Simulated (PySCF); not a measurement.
Zr(OH)3(H) (H₄O₃Zr), SMILES [OH][ZrH]([OH])[OH], multiplicity 1.

Geometry optimised at B3LYP-D3(BJ)/def2-SVP. The spin state was assumed, not searched. The structure was generated by enumeration; whether it is a known compound was not checked. The def2 effective core potentials stand for the cores of Zr; spin–orbit coupling is left out. Other conformers were not sampled.

Level of theory: PBE/def2-TZVPD (PySCF).

Symmetry labels are those of the subgroup Cs that the program uses (full group C3v).

Computed valence orbital energies around the gap with their symmetry:
```
orbital  symmetry  energy (eV)
-------  --------  -----------
HOMO−7         A'       -12.08
HOMO−6         A'        -8.24
HOMO−5         A"        -8.24
HOMO−4         A'        -7.81
HOMO−3         A"        -7.78
HOMO−2         A'        -7.78
HOMO−1         A"        -7.37
HOMO           A'        -6.32
LUMO           A"        -1.22
LUMO+1         A'        -1.22
LUMO+2         A'        -0.88
LUMO+3         A'        -0.42
```
